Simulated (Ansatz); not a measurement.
Reaction (hydrogenolysis of a C–C bond): `C[CH](C)[Sn][NH2]` + H₂ → `C[CH2][Sn][NH2]` + CH₄

Program: Ansatz. Geometries: PBE0-D4/def2-TZVP. ΔE: electronic, gas phase. CCSD(T)/CBS adds triple-zeta CCSD(T) − MP2 to the extrapolated MP2 energy (def2 sets, frozen cores). This one scheme is used for every species. DFT in def2-TZVPP. B3LYP here is the variant with VWN-RPA as its local correlation; programs differ in this. HSE06 is defined as in plane-wave codes. def2 core potentials past Kr. For Sn outer-core shells are correlated without core-valence functions, which leaves a few kJ/mol of doubt a bond. Each species was taken in one conformer, which may not be the lowest.

`C[CH](C)[Sn][NH2]`:

Cartesian coordinates in Å:
```
C 0.797 0.894 -0.936
C -0.517 0.744 -0.184
C -0.303 0.691 1.322
Sn -1.656 -1.025 -0.895
N -0.232 -2.333 -0.327
H 1.460 0.038 -0.769
H 0.653 0.982 -2.017
H 1.344 1.789 -0.611
H -1.154 1.604 -0.417
H 0.227 1.583 1.682
H -1.245 0.633 1.876
H 0.297 -0.176 1.616
H -0.314 -3.328 -0.456
H 0.643 -2.095 0.116
```

H₂:

```xyz
2

H    -0.028    0.275   -0.251
H     0.028   -0.275    0.251
```

`C[CH2][Sn][NH2]`:

Cartesian coordinates in Å:
```
C -0.798 -0.715 0.999
C -0.021 -1.024 -0.277
Sn 1.881 0.087 -0.358
N 0.960 1.806 -0.868
H -1.040 0.349 1.077
H -1.743 -1.266 1.052
H -0.229 -0.978 1.897
H -0.607 -0.754 -1.163
H 0.190 -2.095 -0.348
H -0.032 1.905 -1.021
H 1.439 2.684 -0.990
```

CH₄:

Z-matrix (Å, degrees):
```
C
H 1 1.090
H 1 1.090 2 109.5
H 1 1.090 2 109.5 3 -120.0
H 1 1.090 2 109.5 3 120.0
```

```tsv
level	ΔE (kJ/mol)	difference from CCSD(T)/CBS
LDA (SPW92)	-64.6	5.1
PBE-D4	-69.2	0.5
revPBE-D4	-62.5	7.2
B3LYP-D4	-73.9	-4.2
BHLYP-D4	-78.3	-8.6
CAM-B3LYP-D4	-77.1	-7.4
ωB97X-V	-73.6	-3.9
B2PLYP	-79.8	-10.1
PBE-QIDH	-74.5	-4.8
revPBE	-83.5	-13.8
HSE06	-80.1	-10.4
RPA@PBE/def2-TZVPP	-67.9	1.8
CCSD/def2-TZVPP	-75.6	-5.9
HF/def2-QZVPP	-98.2	-28.5
MP2/def2-QZVPP	-65.0	4.7
CCSD/CBS(def2)	-74.9	-5.2
CCSD(T)/CBS	-69.7	0
```

Largest T1 diagnostic among the species: 0.015.

The D4 term adds +13.4 kJ/mol with B3LYP and +7.4 kJ/mol with PBE0; it sums over pairs of atoms, weighted by their polarisabilities, and B3LYP, whose exchange is more repulsive, gets the larger term. Leaving LDA and LC-ωPBE aside and taking each functional with its dispersion term where it has one, the values spread over 17.3 kJ/mol, from B2PLYP to revPBE-D4. LDA lies +13.0 kJ/mol from PBE without D4.

CCSD(T)/CBS has its own doubt, a few kJ/mol and more with outer-core shells, so smaller differences from it don't rank the levels.
